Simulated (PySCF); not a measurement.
Harmonic spectrum computed at PBE0 in the def2-SVP basis family (core potentials from Rb on, PySCF, no spin–orbit coupling):

| symmetry | ω (cm⁻¹) | IR (km/mol) |
| --- | --- | --- |
| a1 | 68 | 0.4 |
| b1 | 101 | 11.1 |
| b2 | 170 | 0.6 |
| a1 | 258 | 9.6 |
| b2 | 336 | 79.1 |
| a1 | 1085 | 189 |

Problem. Which molecule gave it? In each, all ligands are bound to the one heavy central atom.
A. MoOBr₂ (triplet)
B. SiOBr₂ (singlet)
C. HfOBr₂ (singlet)
D. TiOBr₂ (singlet)

Solution. A. It has C2v symmetry with Mo–Br 2.423 Å (×2), Mo–O 1.642 Å.
